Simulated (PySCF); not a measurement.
## C₆ coefficients of unlike pairs at M06-L

Calculated with PySCF 2.14 from the dipole response of each species, C₆(A,B) = (3/π) ∫ α_A(iu) α_B(iu) du, in atomic units, from isotropic polarisabilities. For ions this is the dispersion term alone; charge-induced terms of lower order in 1/R come first.

```csv
species,configuration,basis,relativity,α (bohr³),C₆ (like pair)
Nb,[Kr] 4d4 5s1 (6D),aug-cc-pwCVTZ-DK (11s10p8d4f3g),spin-free X2C,97.93,1127
Tc(3+),[Kr] 4d4 (5D),def2-TZVPPD with the def2 core potential (28 electrons) (6s4p3d2f1g),core potential,5.074,23.42
Br,[Ar] 3d10 4s2 4p5 (2P),aug-cc-pwCVDZ-PP with ECP10MDF (6s5p4d1f),core potential,20.48,171.2
Ar(3+),[Ne] 3s2 3p3 (4S),aug-cc-pwCVTZ (8s7p5d3f),none,3.509,9.633
```

Problem. Estimate C₆ for Ar(3+) with Tc(3+).

Solution. The integral gives 14.93. The combination rule 2 C_A C_B / (C_A α_B/α_A + C_B α_A/α_B) gives 14.98 and the geometric mean 15.02.

No spin-orbit coupling is included.

The other pairs:

```json
{"pair": "Br, Nb", "C₆": "389.9"}
{"pair": "Ar(3+), Br", "C₆": "38.88"}
{"pair": "Tc(3+), Nb", "C₆": "118.2"}
{"pair": "Ar(3+), Nb", "C₆": "79.65"}
{"pair": "Br, Tc(3+)", "C₆": "58.73"}
```
